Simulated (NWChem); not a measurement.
System: CH3FO2Si; SMILES C([Si@H](F)O)=O

Input file for NWChem:

```
start job
memory heap 200 mb stack 900 mb global 1100 mb
geometry units angstroms noautoz
  O     -0.143437    -1.957491     0.491420
  C      0.631789    -1.228850    -0.115835
  Si     0.003005     0.583369    -0.425961
  O     -1.558287     0.480556     0.118613
  F      0.928651     1.570497     0.497313
  H      1.648047    -1.621522    -0.427069
  H      0.067419     1.113505    -1.818382
  H     -1.654288    -0.371255     0.602056
end
basis spherical
  * library 6-31g*
end
dft
  xc m06-l
  iterations 150
  mulliken
end
task dft energy
```

Structure relaxed at the PBE-D3(BJ)/def2-SVP level.

Problem. Give the results of this calculation. (M06-L/6-31G* (spherical d).) Quantities: energy (Ha); highest occupied level (eV); orbital gap (eV); dipole (D).

Solution. 
- energy (Ha): -579.71
- highest occupied level (eV): -6.40
- orbital gap (eV): 3.48
- dipole (D): 1.90
